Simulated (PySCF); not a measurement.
IO2: PBE0 against B3LYP

Base calculation in PySCF with density fitting and no spin–orbit coupling, PBE0/def2-TZVP (scalar-relativistic core potentials): doublet, C2v, I–O 1.790 Å (×2); O–I–O 109.8°; wavenumbers 283, 836, 855 cm⁻¹; dipole moment 3.78 D, polar-tensor charge of I 0.87 e, atomisation energy (no zero-point energy) 488 kJ/mol.

Q: What changes on going to B3LYP/def2-TZVP (scalar-relativistic core potentials)?

A: The point group stays the same. Changes: mean bond to I +0.020 Å, smallest bond angle +0.2 degrees, highest wavenumber -43 cm⁻¹, lowest wavenumber -13 cm⁻¹, dipole moment +0.05 D, polar-tensor charge of I -0.03 e, atomisation energy (no zero-point energy) +2 kJ/mol. The new structure has I–O 1.810 Å (×2); O–I–O 110.0°, with wavenumbers 270, 795, 812 cm⁻¹.

Only the bonding shown was studied: isomers, or loss of a ligand pair, can lie lower.
